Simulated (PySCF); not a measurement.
A mixed set of molecules. Theory: TDDFT PBE0/def2-SVPD, vertical, gas phase, core orbitals frozen in the response in PySCF 2.14.0, density-fitted response routines. Geometries: GFN2-xTB; one conformer of each isolated species. Triplets are in the Tamm–Dancoff approximation. Ions are computed without counter-ions or solvent.

Task: Rank by computed lowest singlet excitation energy, lowest first.
A. `C#CCP(N)C1CC1`
B. `C=CCCCCC`
C. `C[P@@H+]1CC=C(F)C1`
D. `CC[P@@H](=O)C[SiH3]`

Result: A (5.35 eV), C (6.04 eV), D (6.91 eV), B (7.19 eV).

| SMILES | S1 (eV) | LUMO (eV) | T1 (eV) | gap (eV) | f (S1) | S1 mainly |
| --- | --- | --- | --- | --- | --- | --- |
| C#CCP(N)C1CC1 | 5.35 | 0.42 | 4.51 | 6.57 | 0.029 | H→L (98%) |
| C[P@@H+]1CC=C(F)C1 | 6.04 | -4.59 | 4.43 | 7.28 | 0.003 | H→L (94%) |
| CC[P@@H](=O)C[SiH3] | 6.91 | 0.27 | 6.63 | 7.94 | 0.009 | H→L (93%) |
| C=CCCCCC | 7.19 | 0.46 | 4.47 | 7.81 | 0.028 | H→L+1 (57%) |

H and L stand for HOMO and LUMO.

- `C#CCP(N)C1CC1`: Löwdin shares by element: HOMO phosphorus 44%, nitrogen 27%, carbon 16% or more; LUMO hydrogen 26% or more, phosphorus 25%, nitrogen 16% (atoms not listed hold the other 34%).
- `C[P@@H+]1CC=C(F)C1`: Löwdin shares by element: HOMO carbon 71% or more, fluorine 13% (atoms not listed hold the other 16%); LUMO phosphorus 36%, carbon 21% or more, hydrogen 10% or more (atoms not listed hold the other 34%).
- `CC[P@@H](=O)C[SiH3]`: Löwdin shares by element: HOMO oxygen 57%, carbon 17% or more, phosphorus 14%; LUMO carbon 23% or more, silicon 20%, hydrogen 9% or more (atoms not listed hold the other 49%).
- `C=CCCCCC`: Löwdin shares by element: HOMO carbon 84% or more (atoms not listed hold the other 16%); LUMO carbon 69% or more, hydrogen 13% or more (atoms not listed hold the other 19%).
